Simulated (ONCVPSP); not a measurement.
How hard is this copper (Cu) ONCV potential?

* Element: Cu (Z = 29)
* Generator: ONCVPSP 4.0.1
* Type: optimised norm-conserving Vanderbilt (ONCV)
* Functional: LDA (Perdew-Wang 92)
* Relativity: scalar-relativistic
* Frozen core: [Ne]
* Valence charge: 19
* Reference configuration: 3s2 3p6 3d10 (charge +1)
* Partial waves: 3s: rc 0.75 bohr, ncon 4, nbas 8, qcut 8.4 1/bohr, 3 projectors, debl 1.8 Ha; 3p: rc 0.85 bohr, ncon 5, nbas 10, qcut 15 1/bohr, 3 projectors, debl 2.6 Ha; 3d: rc 0.95 bohr, ncon 4, nbas 9, qcut 19.6 1/bohr, 2 projectors, debl 1 Ha
* Local potential: polynomial inside 0.50 bohr (lpopt 4, dvloc0 0 Ha)
* Core correction: Teter function, fcfact 2.25, rcfact 1.25

In the s channel the program set the typed energies aside and used -4.514, 0.250, 2.050 Ha. In the p channel the program set the typed energies aside and used -2.967, 0.250, 2.850 Ha.

Question: For each optimised wave give the share of its norm inside rc, the residual kinetic energy above qcut (Ha) and the cutoffs (Ha) for errors of 10, 1, 0.1 and 0.01 mHa per electron.

Answer:

```
         wave  norm inside rc  residual KE  10 mHa  1 mHa  0.1 mHa  0.01 mHa
           3s           0.605      5.0e-02   143.1  296.1    344.8     543.8
s projector 2           0.016      3.4e-03    25.6   47.1    170.3     399.9
s projector 3           0.026      8.0e-03    33.4   79.8    185.0     406.9
           3p           0.681      1.6e-05    34.8   78.8     98.2     146.3
p projector 2           0.047      2.2e-06    26.7   38.6     84.0     102.3
p projector 3           0.033      3.6e-06    28.2   40.0     85.2     103.9
           3d           0.570      4.0e-07   102.8  125.6    144.6     160.6
d projector 2           0.080      3.3e-09    85.2  112.0    133.8     152.1
```

The occupied waves need 296 Ha and 345 Ha for 1 and 0.1 mHa. Note: ghosts flagged at negative energy: s at -3872.3 eV; GHOST(+) flags only above 600 eV. A true bound ghost makes a file unfit for plane-wave use.
